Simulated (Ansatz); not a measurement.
`N[SiH]([SiH3])[SeH]` + `BNCC=C` → `BN([SiH3])CC=C` + `N[SiH2][SeH]`  (cleavage of the Si–Si bond)

Isolated molecules relaxed with PBE0-D4/def2-TZVP in Ansatz; ΔE leaves out vibrations. CCSD(T)/CBS adds triple-zeta CCSD(T) − MP2 to the extrapolated MP2 energy (def2 sets, frozen cores). Functionals use def2-TZVPP. For Se outer-core shells are correlated without core-valence functions, which leaves a few kJ/mol of doubt a bond. Scalar relativity is left out up to krypton. One conformer a species, not always the lowest.

`N[SiH]([SiH3])[SeH]`:

Cartesian coordinates in Å:
```
N -1.428 -0.423 -1.091
Si 0.183 -0.202 -0.559
Si 0.140 1.102 1.383
Se 1.021 -2.291 -0.121
H -2.139 0.269 -0.924
H -1.650 -1.026 -1.866
H 1.133 0.382 -1.551
H 1.536 1.403 1.799
H -0.546 0.361 2.475
H -0.576 2.392 1.166
H 2.325 -1.966 -0.711
```

`BNCC=C`:

Cartesian coordinates in Å:
```
B -0.093 -1.900 1.462
N -0.421 -1.071 0.404
C -0.335 0.376 0.370
C 0.617 0.857 -0.678
C 0.284 1.666 -1.673
H -0.207 -3.084 1.325
H 0.294 -1.408 2.484
H -0.733 -1.472 -0.468
H -0.001 0.700 1.360
H -1.322 0.817 0.196
H 1.637 0.488 -0.593
H -0.730 2.038 -1.781
H 1.008 1.992 -2.410
```

`BN([SiH3])CC=C`:

Z-matrix (Å, degrees):
```
Si
N 1 1.757
H 1 1.485 2 111.9
H 1 1.487 2 108.1 3 119.2
H 1 1.480 2 108.3 3 -121.0
C 2 1.466 1 116.8 3 -78.2
B 2 1.396 1 121.6 3 99.9
C 6 1.495 2 112.1 1 62.0
H 6 1.094 2 107.6 1 -176.8
H 6 1.096 2 109.9 1 -59.8
H 7 1.200 2 119.3 1 -178.5
H 7 1.197 2 119.3 1 1.4
C 8 1.325 6 124.2 2 -120.7
H 8 1.088 6 115.7 2 58.4
H 13 1.086 8 121.3 6 -0.1
H 13 1.084 8 121.7 6 -179.8
```

`N[SiH2][SeH]`:

Z-matrix (Å, degrees):
```
Si
Se 1 2.293
N 1 1.711 2 117.9
H 1 1.482 2 101.7 3 -119.9
H 1 1.482 2 109.2 3 121.1
H 2 1.469 1 93.5 3 -67.4
H 3 1.008 1 119.2 2 85.2
H 3 1.008 1 120.2 2 -57.6
```

CCSD(T)/CBS gives -39.8 kJ/mol.

(1) Another level gave -32.7 kJ/mol. Which?
A. ωB97M-V/def2-TZVPP
B. BLYP-D4/def2-TZVPP
C. PBE-D4/def2-TZVPP
D. BLYP/def2-TZVPP

(2) What do rigid-rotor, harmonic-oscillator terms from PBE0-D4/def2-TZVP frequencies (298.15 K, 1 bar) make of the CCSD(T)/CBS value? (Estimate.)

Largest T1 diagnostic among the species: 0.012.

## Answers

(1) B. BLYP-D4 -32.7, BLYP -25.6, ωB97M-V -41.6, PBE-D4 -18.1 kJ/mol.

(2) The calculation gave: ΔZPE = -4.1 kJ/mol, ΔH = -46.1 kJ/mol, ΔS = -19 J/(mol·K), ΔG = -40.6 kJ/mol.

Leaving LDA and LC-ωPBE aside and taking each functional with its dispersion term where it has one, the values spread over 23.4 kJ/mol, from ωB97M-V to PBE-D4. LDA lies −6.2 kJ/mol from PBE without D4. The D4 term adds −4.8 kJ/mol with B3LYP and −2.7 kJ/mol with PBE0; it sums over pairs of atoms, weighted by their polarisabilities, and B3LYP, whose exchange is more repulsive, gets the larger term.

B3LYP here is the variant with VWN-RPA as its local correlation; programs differ in this.
